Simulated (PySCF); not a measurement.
**Si28H38: Orbital levels and atomic charges**

System: Si28H38 (nanocrystal Si).

Cartesian coordinates (Å):
```
  1 Si   -3.505   -3.506    6.203
  2 Si   -2.163   -2.164    4.842
  3 Si   -4.856   -4.857    4.855
  4 Si   -3.440   -0.763    3.440
  5 Si   -0.761   -3.440    3.439
  6 Si   -3.439   -3.441    0.762
  7 Si   -0.682   -0.681    0.681
  8 Si   -2.088   -2.088   -0.577
  9 Si   -2.162   -4.843    2.163
 10 Si   -4.843   -2.164    2.162
 11 Si   -3.504   -6.203    3.504
 12 Si   -6.204   -3.506    3.505
 13 Si   -0.575    2.087   -2.087
 14 Si   -2.089    0.576    2.088
 15 Si    2.088   -0.577   -2.088
 16 Si    0.577   -2.087    2.087
 17 Si    6.203    3.506   -3.505
 18 Si    3.506    6.205   -3.504
 19 Si    2.164    4.844   -2.162
 20 Si    4.842    2.163   -2.163
 21 Si    2.164    2.163   -4.843
 22 Si    4.855    4.857   -4.855
 23 Si    3.505    3.506   -6.203
 24 Si    3.440    0.761   -3.439
 25 Si    0.763    3.441   -3.439
 26 Si    2.088    2.087    0.577
 27 Si    3.439    3.440   -0.761
 28 Si    0.683    0.680   -0.682
 29 H    -2.693   -4.321    7.118
 30 H    -4.320   -2.692    7.118
 31 H    -1.306   -1.306    5.682
 32 H    -5.707   -5.708    5.707
 33 H    -4.304    0.067    4.303
 34 H     0.072   -4.302    4.302
 35 H    -4.302   -4.304   -0.070
 36 H    -2.891   -1.259   -1.487
 37 H    -1.258   -2.891   -1.486
 38 H    -1.305   -5.682    1.305
 39 H    -5.683   -1.306    1.304
 40 H    -2.692   -7.118    4.320
 41 H    -4.319   -7.118    2.691
 42 H    -7.120   -2.693    4.318
 43 H    -7.119   -4.321    2.692
 44 H    -1.486    1.259   -2.891
 45 H    -1.485    2.891   -1.258
 46 H    -1.260    1.486    2.892
 47 H    -2.893    1.486    1.259
 48 H     1.259   -1.487   -2.891
 49 H     2.892   -1.487   -1.260
 50 H     1.487   -1.258    2.890
 51 H     1.486   -2.890    1.257
 52 H     7.118    4.320   -2.692
 53 H     7.117    2.693   -4.319
 54 H     4.320    7.120   -2.691
 55 H     2.692    7.120   -4.318
 56 H     1.305    5.683   -1.304
 57 H     5.681    1.305   -1.305
 58 H     1.305    1.306   -5.682
 59 H     5.707    5.708   -5.706
 60 H     2.691    4.320   -7.118
 61 H     4.319    2.693   -7.118
 62 H     4.303   -0.069   -4.303
 63 H    -0.069    4.304   -4.303
 64 H     2.891    1.258    1.486
 65 H     1.257    2.890    1.485
 66 H     4.303    4.303    0.071
```

Method: wB97X-D/6-31G*, gas phase, PySCF, fitting set def2-universal-JFIT up to Ne and JKFIT beyond, grid level 1.

(1) Give the orbital energies near the gap.

(2) Give the partial charges of the non-hydrogen atoms.

## Answers

(1) 
```
orbital     eV
 HOMO-4  -9.36
 HOMO-3  -9.25
 HOMO-2  -9.11
 HOMO-1  -9.11
   HOMO  -8.67
   LUMO   0.19
 LUMO+1   0.23
 LUMO+2   0.23
 LUMO+3   0.53
```

(2) 
```tsv
atom	Mulliken	IAO	Hirshfeld
Si1	0.14	0.20	0.14
Si2	-0.02	0.05	0.06
Si3	-0.05	0.04	0.07
Si4	-0.01	0.06	0.07
Si5	-0.01	0.06	0.07
Si6	-0.01	0.06	0.07
Si7	-0.17	-0.05	0.01
Si8	0.16	0.20	0.13
Si9	-0.02	0.05	0.06
Si10	-0.02	0.05	0.06
Si11	0.14	0.20	0.14
Si12	0.14	0.20	0.14
Si13	0.16	0.20	0.13
Si14	0.16	0.20	0.13
Si15	0.16	0.20	0.13
Si16	0.16	0.20	0.13
Si17	0.14	0.20	0.14
Si18	0.14	0.20	0.14
Si19	-0.02	0.05	0.06
Si20	-0.02	0.05	0.06
Si21	-0.02	0.05	0.06
Si22	-0.05	0.04	0.07
Si23	0.14	0.20	0.14
Si24	-0.01	0.06	0.07
Si25	-0.01	0.06	0.07
Si26	0.16	0.20	0.13
Si27	-0.01	0.06	0.07
Si28	-0.17	-0.05	0.01
```
